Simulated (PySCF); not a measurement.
Fe¹⁵⁺ (iron, charge +15): B97-3 calculation

Configuration: [Ne] 3s1, 2S determinant. Computed with PySCF 2.14 in an even-tempered Gaussian basis (17 s from 1.1 bohr⁻², ratio 2.5; 11 p from 1.4 bohr⁻², ratio 2.5; 5 d from 5.7 bohr⁻², ratio 2.7; 4 f from 8.5 bohr⁻², ratio 2.7), with no relativity, point nucleus.

```json
{"Total energy": "-1157.794 hartree", "One-electron energy": "-1370.677 hartree", "Hartree (Coulomb) energy": "254.413 hartree", "Exchange-correlation energy": "-41.530 hartree", "Kinetic energy": "1157.30266 hartree", "⟨S²⟩": "0.7500", "⟨L²⟩": "0.000", "Sum of ⟨r⟩": "2.722 bohr", "Sum of ⟨r²⟩": "1.093 bohr²", "Density at the nucleus (Gaussians lack the cusp)": "11800 bohr⁻³", "Spin density at the nucleus": "111 bohr⁻³"}
```

| shell | electrons | mean orbital energy (eV) | rms radius, mean of both spins (bohr) |
| --- | --- | --- | --- |
| 1s α | 1 | -7478.6 | 0.0684 |
| 1s β | 1 | -7477.3 | 0.0684 |
| 2s α | 1 | -1294.6 | 0.288 |
| 2s β | 1 | -1292.9 | 0.288 |
| 2p α | 3 | -1184.5 | 0.257 |
| 2p β | 3 | -1183.4 | 0.257 |
| 3s α | 1 | -476.04 | 0.723 |
